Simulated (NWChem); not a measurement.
System: BH₂Cl; SMILES BCl

Here is an NWChem input.

```
start job
memory heap 200 mb stack 900 mb global 1100 mb
geometry units angstroms noautosym nocenter noautoz
  B      0.000000     0.000000     1.154212
  H      0.000000    -1.060130     1.722791
  H      0.000000     1.060130     1.722791
  Cl     0.000000     0.000000    -0.584069
end
basis spherical
  * library def2-svpd
end
dft
  xc pbe0
  iterations 150
end
property
  response 1 0.0
end
task dft property
```

Output (shortened):

```
             Northwest Computational Chemistry Package (NWChem) 7.3.0
             --------------------------------------------------------

                             Geometry "geometry" -> ""
                             -------------------------

 Output coordinates in angstroms (scale by  1.889725989 to convert to a.u.)

  No.       Tag          Charge          X              Y              Z
 ---- ---------------- ---------- -------------- -------------- --------------
    1 B                    5.0000     0.00000000     0.00000000     1.15421200
    2 H                    1.0000     0.00000000    -1.06013000     1.72279100
    3 H                    1.0000     0.00000000     1.06013000     1.72279100
    4 Cl                  17.0000     0.00000000     0.00000000    -0.58406900

 Effective nuclear repulsion energy (a.u.)      37.6114870690

                              NWChem Property Module
                              ----------------------

                                 NWChem DFT Module
                                 -----------------

 Summary of "ao basis" -> "ao basis" (spherical)
 ------------------------------------------------------------------------------
       Tag                 Description            Shells   Functions and Types
 ---------------- ------------------------------  ------  ---------------------
 B                         def2-svpd                 8       20   4s2p2d
 H                         def2-svpd                 4        8   2s2p
 Cl                        def2-svpd                11       27   5s4p2d

            General Information
            -------------------
          SCF calculation type: DFT
          Wavefunction type:  closed shell.
          No. of atoms     :     4
          No. of electrons :    24
           Alpha electrons :    12
            Beta electrons :    12
          Charge           :     0
          Spin multiplicity:     1
          Use of symmetry is: off; symmetry adaption is: off
          Maximum number of iterations: 150
          AO basis - number of functions:    63
                     number of shells:    27
          Convergence on energy requested:  1.00D-06
          Convergence on density requested:  1.00D-05
          Convergence on gradient requested:  5.00D-04

              XC Information
              --------------
                         PBE0 Method XC Functional
                     Hartree-Fock (Exact) Exchange  0.250
          PerdewBurkeErnzerhof Exchange Functional  0.750
            Perdew 1991 LDA Correlation Functional  1.000 local
           PerdewBurkeErnz. Correlation Functional  1.000 non-local

             Grid Information
             ----------------
          Grid used for XC integration:  medium
          Radial quadrature: Mura-Knowles
          Angular quadrature: Lebedev.
          Tag              B.-S. Rad. Rad. Pts. Rad. Cut. Ang. Pts.
          ---              ---------- --------- --------- ---------
          B                   0.85       49          10.0       434
          H                   0.35       45          10.0       434
          Cl                  1.00       88          10.0       590
          Grid pruning is: on
          Number of quadrature shells:   227
          Spatial weights used:  Erf1

      Superposition of Atomic Density Guess
      -------------------------------------

 Sum of atomic energies:        -484.83230181

      Non-variational initial energy
      ------------------------------

 Total energy =    -485.359693
 1-e energy   =    -742.362436
 2-e energy   =     219.391256
 HOMO         =      -0.357280
 LUMO         =      -0.022811

   convergence    iter        energy       DeltaE   RMS-Dens  Diis-err
 ---------------- ----- ----------------- --------- --------- ---------
 d= 0,ls=0.0,diis     1   -485.8868561218 -5.23D+02  1.02D-02  2.02D-01
 d= 0,ls=0.0,diis     2   -485.8908812303 -4.03D-03  6.14D-03  1.54D-01
 d= 0,ls=0.0,diis     3   -485.9139890083 -2.31D-02  1.39D-03  1.01D-02
 d= 0,ls=0.0,diis     4   -485.9155242479 -1.54D-03  3.18D-04  3.20D-04
 d= 0,ls=0.0,diis     5   -485.9155686904 -4.44D-05  4.17D-05  5.69D-06
 d= 0,ls=0.0,diis     6   -485.9155695231 -8.33D-07  1.14D-05  4.58D-07
 d= 0,ls=0.0,diis     7   -485.9155695906 -6.75D-08  6.46D-07  7.66D-10

         Total DFT energy =     -485.915569590648
      One electron energy =     -743.604116250553
           Coulomb energy =      252.890276040222
    Exchange-Corr. energy =      -32.813216449277
 Nuclear repulsion energy =       37.611487068959

 Numeric. integr. density =       23.999998402626

                       DFT Final Molecular Orbital Analysis
                       ------------------------------------

 Vector   10  Occ=2.000000D+00  E=-4.180627D-01
              MO Center= -6.2D-11, -3.1D-10,  5.3D-01, r^2= 2.5D+00
   Bfn.  Coefficient  Atom+Function         Bfn.  Coefficient  Atom+Function
  ----- ------------  ---------------      ----- ------------  ---------------
    50      0.384628  4 Cl pz                 7      0.369500  1 B  pz
    47      0.348718  4 Cl pz                 3     -0.208038  1 B  s
    44      0.201740  4 Cl pz                21     -0.194389  2 H  s
    29     -0.194389  3 H  s                  2     -0.117737  1 B  s
    40     -0.075714  4 Cl s                 39     -0.067929  4 Cl s

 Vector   11  Occ=2.000000D+00  E=-3.777771D-01
              MO Center= -1.4D-10, -1.0D-10, -3.9D-01, r^2= 1.4D+00
   Bfn.  Coefficient  Atom+Function         Bfn.  Coefficient  Atom+Function
  ----- ------------  ---------------      ----- ------------  ---------------
    48      0.577469  4 Cl px                45      0.456256  4 Cl px
    42      0.263185  4 Cl px                 5     -0.167021  1 B  px
    51      0.069355  4 Cl px                 8      0.033595  1 B  px
    62     -0.032172  4 Cl d  1              57     -0.028641  4 Cl d  1
    14      0.028057  1 B  d  1

 Vector   12  Occ=2.000000D+00  E=-3.201824D-01
              MO Center= -7.0D-11, -7.8D-11,  2.0D-01, r^2= 2.5D+00
   Bfn.  Coefficient  Atom+Function         Bfn.  Coefficient  Atom+Function
  ----- ------------  ---------------      ----- ------------  ---------------
    49      0.534579  4 Cl py                46      0.403080  4 Cl py
     6      0.248333  1 B  py                43      0.230032  4 Cl py
    21      0.224836  2 H  s                 29     -0.224836  3 H  s
     9     -0.183925  1 B  py                52      0.080208  4 Cl py
    12     -0.034339  1 B  d -1              28      0.027930  2 H  pz

 Vector   13  Occ=0.000000D+00  E=-7.012017D-02
              MO Center= -5.0D-10,  1.5D-10,  1.0D+00, r^2= 2.4D+00
   Bfn.  Coefficient  Atom+Function         Bfn.  Coefficient  Atom+Function
  ----- ------------  ---------------      ----- ------------  ---------------
     5      0.558621  1 B  px                 8     -0.394996  1 B  px
    48      0.280402  4 Cl px                45      0.187424  4 Cl px
    62      0.114030  4 Cl d  1              19      0.103003  1 B  d  1
    42      0.103042  4 Cl px                57      0.068792  4 Cl d  1
    26     -0.039552  2 H  px                34     -0.039552  3 H  px

 Vector   14  Occ=0.000000D+00  E= 2.545953D-02
              MO Center= -2.3D-08, -2.6D-08,  7.7D-01, r^2= 1.1D+01
   Bfn.  Coefficient  Atom+Function         Bfn.  Coefficient  Atom+Function
  ----- ------------  ---------------      ----- ------------  ---------------
     4      3.416530  1 B  s                  3     -2.617952  1 B  s
    41     -1.139129  4 Cl s                 10     -0.992031  1 B  pz
    53     -0.834741  4 Cl pz                22      0.674764  2 H  s
    30      0.674764  3 H  s                 27      0.408757  2 H  py
    35     -0.408757  3 H  py                18     -0.283761  1 B  d  0

 Vector   15  Occ=0.000000D+00  E= 4.811189D-02
              MO Center= -6.8D-09, -9.7D-09,  3.3D-01, r^2= 9.9D+00
   Bfn.  Coefficient  Atom+Function         Bfn.  Coefficient  Atom+Function
  ----- ------------  ---------------      ----- ------------  ---------------
     3      1.513825  1 B  s                  4     -1.486562  1 B  s
    41      1.141286  4 Cl s                 53     -0.606306  4 Cl pz
    18     -0.489049  1 B  d  0              40     -0.351843  4 Cl s
    22     -0.310387  2 H  s                 30     -0.310387  3 H  s
     2      0.285145  1 B  s                 39     -0.245819  4 Cl s

     Multipole analysis of the density
     ---------------------------------

     L   x y z        total         alpha         beta         nuclear
     -   - - -        -----         -----         ----         -------
     0   0 0 0     -0.000000    -12.000000    -12.000000     24.000000

     1   1 0 0      0.000000      0.000000      0.000000      0.000000
     1   0 1 0      0.000000      0.000000      0.000000      0.000000
     1   0 0 1      0.239365      0.792926      0.792926     -1.346488

[...]

 DFT Linear Response polarizability / au
 Frequency  =       0.0000000 / au
              X              Y              Z
 -----------------------------------------------
 X      24.0604876     -0.0000000      0.0000000
 Y      -0.0000000     27.7816953      0.0000000
 Z       0.0000000      0.0000000     37.4654736
 -----------------------------------------------
 Eigenvalues =      24.0604876     27.7816953     37.4654736
 Isotropic   =      29.7692189
 Anisotropic =      11.9857540
 -----------------------------------------------

 Magnetic Dipole Response Matrix (nonzero elements):

 Exiting AOResponse driver routine
```

Level: PBE0/def2-SVPD. Structure relaxed at the PBE0/def2-SVP level.
